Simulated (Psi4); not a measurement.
C₂H₆, charge +1, doublet, at a GFN2-xTB geometry (a state made from the parent by changing its charge; the spin is typed, not shown lowest), with bond 4-1 at 1.6 times its length. Base run: Psi4 with CAM-B3LYP/def2-SVP.

The Psi4 input:
```
memory 2 GB

molecule {
1 2
  C    -0.71874859    0.13634016   -0.02510292
  C     0.71874859   -0.13634016    0.02510292
  H    -1.25610398   -0.58656361   -0.67710659
  H    -1.12451718    1.77588568   -0.45242161
  H    -1.23187435   -0.16588763    0.91394436
  H     0.97235396   -1.16105611    0.29217710
  H     1.25610398    0.58656361    0.67710659
  H     1.23187435    0.16588763   -0.91394436
}

set basis def2-svp
set reference uks

energy('cam-b3lyp')
print_variables()
```

Variants of this job, named by their change:

```tsv
change	ΔE vs base (mEh)	SCF cycles	grid points	basis functions	outcome
base	0.000	11	173567	58	converged
dft_radial_points = 99	0.000	11	227875	58	converged
cholesky_tolerance = 1e-6 (with scf_type cd)	-	-	-	-	input refused
guess = gwh	0.000	15	173567	58	converged
scf_type = disk_df	0.000	11	173567	58	converged
guess = core	0.000	13	173567	58	converged
scf_type = pk	0.059	11	173567	58	converged
damping_percentage = 50	0.002	76	173567	58	converged
dft_nuclear_scheme = stratmann	-0.003	11	160709	58	converged
guess = sapgau	0.000	11	173567	58	converged
d_convergence = 1e-8	0.000	14	173567	58	converged
guess = modhuckel	23.747	13	173567	58	another SCF solution
dft_basis_tolerance = 1e-8	0.000	11	172631	58	converged
```

A guess, shift, damping, solver or small numerical setting can't move a converged solution much, so rows marked as another SCF solution ended in a different state.

Open shells are given as the SCF converged; they aren't shown to be the lowest states, and a large step between rows can be another state.

- cholesky_tolerance = 1e-6 (with scf_type cd): ended with `psi4.driver.p4util.exceptions.ValidationError: SCF: SCF_TYPE (CD) not supported for range-separated functionals, plese use SCF_TYPE = 'DF' to automatically select the correct JK build.`
